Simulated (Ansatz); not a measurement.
Harmonic vibrations of [VF6]2- (VF₆²⁻) by finite differences.

```yaml
crystal:
  periodic: [false, false, false]
  atoms:
    - {symbol: V, position_ang: [-0.000007, 0.000004, -0.000004]}
    - {symbol: F, position_ang: [-0.017684, -0.010246, 1.885720]}
    - {symbol: F, position_ang: [0.017751, 0.010152, -1.885725]}
    - {symbol: F, position_ang: [1.858120, -0.020119, 0.017364]}
    - {symbol: F, position_ang: [-1.858128, 0.020212, -0.017340]}
    - {symbol: F, position_ang: [-0.029272, 1.856777, 0.009750]}
    - {symbol: F, position_ang: [0.029210, -1.856770, -0.009785]}
basis:
  gaussian: {orbitals: def2-SVPD}
total_charge: -2
magnetization: {spin_polarized: true, initial_magnetization: 1}
hamiltonian: {xc: r2scan, dispersion: d4}
scf: {omitted_lower_state_checks: [starts]}
phonons: {temperatures: {t_min: 298.15, t_max: 900, t_step: 200}}
```

```sh
$ ansatz run in.yaml --threads 4 --pin off --events-out ev --progress --plain --max-ram 8704MiB
```

Output, abridged:

```
Functional definition: r2SCAN
mean field -41975.35183882 eV, -1542.5657281612 hartree, gradient 1.1e-6 eV, S^2 0.756532; 0 other end points of the search recorded, 0 dependent functions left out
mean field -41975.35173740 eV, -1542.5657244341 hartree, gradient 2.7e-6 eV, S^2 0.756532; 0 other end points of the search recorded, 0 dependent functions left out
mean field -41975.35173699 eV, -1542.5657244190 hartree, gradient 2.6e-6 eV, S^2 0.756532; 0 other end points of the search recorded, 0 dependent functions left out
mean field -41975.35173673 eV, -1542.5657244094 hartree, gradient 1.2e-6 eV, S^2 0.756532; 0 other end points of the search recorded, 0 dependent functions left out
mean field -41975.35173691 eV, -1542.5657244163 hartree, gradient 1.5e-6 eV, S^2 0.756532; 0 other end points of the search recorded, 0 dependent functions left out
mean field -41975.35173909 eV, -1542.5657244962 hartree, gradient 2.0e-6 eV, S^2 0.756532; 0 other end points of the search recorded, 0 dependent functions left out
mean field -41975.35173887 eV, -1542.5657244881 hartree, gradient 2.7e-6 eV, S^2 0.756532; 0 other end points of the search recorded, 0 dependent functions left out
mean field -41975.35183135 eV, -1542.5657278866 hartree, gradient 3.6e-6 eV, S^2 0.756532; 0 other end points of the search recorded, 0 dependent functions left out
mean field -41975.35183176 eV, -1542.5657279019 hartree, gradient 3.7e-6 eV, S^2 0.756532; 0 other end points of the search recorded, 0 dependent functions left out
mean field -41975.35183173 eV, -1542.5657279006 hartree, gradient 4.0e-6 eV, S^2 0.756532; 0 other end points of the search recorded, 0 dependent functions left out
mean field -41975.35183142 eV, -1542.5657278893 hartree, gradient 3.8e-6 eV, S^2 0.756532; 0 other end points of the search recorded, 0 dependent functions left out
mean field -41975.35180456 eV, -1542.5657269021 hartree, gradient 2.9e-6 eV, S^2 0.756544; 0 other end points of the search recorded, 0 dependent functions left out
mean field -41975.35179136 eV, -1542.5657264170 hartree, gradient 2.9e-6 eV, S^2 0.756520; 0 other end points of the search recorded, 0 dependent functions left out
mean field -41975.35183150 eV, -1542.5657278922 hartree, gradient 3.7e-6 eV, S^2 0.756532; 0 other end points of the search recorded, 0 dependent functions left out
mean field -41975.35183161 eV, -1542.5657278964 hartree, gradient 3.6e-6 eV, S^2 0.756532; 0 other end points of the search recorded, 0 dependent functions left out
mean field -41975.35183179 eV, -1542.5657279029 hartree, gradient 3.8e-6 eV, S^2 0.756532; 0 other end points of the search recorded, 0 dependent functions left out
mean field -41975.35183135 eV, -1542.5657278869 hartree, gradient 4.0e-6 eV, S^2 0.756532; 0 other end points of the search recorded, 0 dependent functions left out
mean field -41975.35179128 eV, -1542.5657264143 hartree, gradient 3.0e-6 eV, S^2 0.756520; 0 other end points of the search recorded, 0 dependent functions left out
mean field -41975.35180463 eV, -1542.5657269047 hartree, gradient 2.9e-6 eV, S^2 0.756544; 0 other end points of the search recorded, 0 dependent functions left out
mean field -41975.35179807 eV, -1542.5657266639 hartree, gradient 3.0e-6 eV, S^2 0.756549; 0 other end points of the search recorded, 0 dependent functions left out
mean field -41975.35180231 eV, -1542.5657268194 hartree, gradient 1.9e-6 eV, S^2 0.756515; 0 other end points of the search recorded, 0 dependent functions left out
mean field -41975.35183198 eV, -1542.5657279098 hartree, gradient 2.8e-6 eV, S^2 0.756533; 0 other end points of the search recorded, 0 dependent functions left out
mean field -41975.35182985 eV, -1542.5657278317 hartree, gradient 2.7e-6 eV, S^2 0.756531; 0 other end points of the search recorded, 0 dependent functions left out
mean field -41975.35183103 eV, -1542.5657278749 hartree, gradient 3.7e-6 eV, S^2 0.756532; 0 other end points of the search recorded, 0 dependent functions left out
mean field -41975.35183126 eV, -1542.5657278834 hartree, gradient 3.7e-6 eV, S^2 0.756532; 0 other end points of the search recorded, 0 dependent functions left out
mean field -41975.35180218 eV, -1542.5657268147 hartree, gradient 1.8e-6 eV, S^2 0.756515; 0 other end points of the search recorded, 0 dependent functions left out
mean field -41975.35179820 eV, -1542.5657266686 hartree, gradient 3.0e-6 eV, S^2 0.756549; 0 other end points of the search recorded, 0 dependent functions left out
mean field -41975.35182953 eV, -1542.5657278197 hartree, gradient 2.7e-6 eV, S^2 0.756531; 0 other end points of the search recorded, 0 dependent functions left out
mean field -41975.35183230 eV, -1542.5657279217 hartree, gradient 2.8e-6 eV, S^2 0.756533; 0 other end points of the search recorded, 0 dependent functions left out
mean field -41975.35183109 eV, -1542.5657278772 hartree, gradient 3.7e-6 eV, S^2 0.756532; 0 other end points of the search recorded, 0 dependent functions left out
mean field -41975.35183120 eV, -1542.5657278811 hartree, gradient 3.7e-6 eV, S^2 0.756532; 0 other end points of the search recorded, 0 dependent functions left out
mean field -41975.35183197 eV, -1542.5657279094 hartree, gradient 2.6e-6 eV, S^2 0.756533; 0 other end points of the search recorded, 0 dependent functions left out
mean field -41975.35182985 eV, -1542.5657278315 hartree, gradient 1.4e-6 eV, S^2 0.756531; 0 other end points of the search recorded, 0 dependent functions left out
mean field -41975.35181505 eV, -1542.5657272877 hartree, gradient 1.7e-6 eV, S^2 0.756549; 0 other end points of the search recorded, 0 dependent functions left out
mean field -41975.35178489 eV, -1542.5657261794 hartree, gradient 3.2e-6 eV, S^2 0.756515; 0 other end points of the search recorded, 0 dependent functions left out
mean field -41975.35183132 eV, -1542.5657278856 hartree, gradient 4.0e-6 eV, S^2 0.756532; 0 other end points of the search recorded, 0 dependent functions left out
mean field -41975.35183100 eV, -1542.5657278740 hartree, gradient 3.7e-6 eV, S^2 0.756532; 0 other end points of the search recorded, 0 dependent functions left out
mean field -41975.35183003 eV, -1542.5657278384 hartree, gradient 1.4e-6 eV, S^2 0.756531; 0 other end points of the search recorded, 0 dependent functions left out
mean field -41975.35183178 eV, -1542.5657279027 hartree, gradient 2.6e-6 eV, S^2 0.756533; 0 other end points of the search recorded, 0 dependent functions left out
mean field -41975.35178494 eV, -1542.5657261811 hartree, gradient 3.2e-6 eV, S^2 0.756515; 0 other end points of the search recorded, 0 dependent functions left out
mean field -41975.35181500 eV, -1542.5657272858 hartree, gradient 1.7e-6 eV, S^2 0.756549; 0 other end points of the search recorded, 0 dependent functions left out
mean field -41975.35183113 eV, -1542.5657278788 hartree, gradient 3.7e-6 eV, S^2 0.756532; 0 other end points of the search recorded, 0 dependent functions left out
mean field -41975.35183119 eV, -1542.5657278807 hartree, gradient 4.0e-6 eV, S^2 0.756532; 0 other end points of the search recorded, 0 dependent functions left out
Total energy: -41975.39199854 eV, -1542.5672040039 hartree
Atom 0 at    -0.000007     0.000004    -0.000004 Å, force     0.000082    -0.000037     0.000044 eV/Å
Atom 1 at    -0.017684    -0.010246     1.885720 Å, force    -0.000064     0.000073     0.000456 eV/Å
Atom 2 at     0.017751     0.010152    -1.885725 Å, force    -0.000042     0.000076    -0.000485 eV/Å
Atom 3 at     1.858120    -0.020119     0.017364 Å, force    -0.003029     0.000471    -0.000066 eV/Å
Atom 4 at    -1.858128     0.020212    -0.017340 Å, force     0.002978    -0.000601    -0.000002 eV/Å
Atom 5 at    -0.029272     1.856777     0.009750 Å, force     0.000481     0.003848     0.000052 eV/Å
Atom 6 at     0.029210    -1.856770    -0.009785 Å, force    -0.000406    -0.003829     0.000000 eV/Å
Dipole moment:    -0.000020     0.000008    -0.000005 e Å
Vibrations: 144.52 158.45 170.00 233.35 260.23 272.66 280.43 282.30 287.68 293.35 430.42 541.58 555.94 557.46 569.30 cm⁻¹, zero-point energy 0.312297 eV
Checks for a lower state left out: starts
```

Hardware: 4 threads of Arm Neoverse N1 on a shared host. Wall time 9.4 min.

A multiply charged anion in the gas phase is held together partly by the finite basis. Removing one electron lowers the energy by 0.44 eV at PBE0-D4/def2-TZVPD, so it isn't bound. The relaxation made no stability test and no search for a lower SCF solution. No other spin state of charge -2 was run.
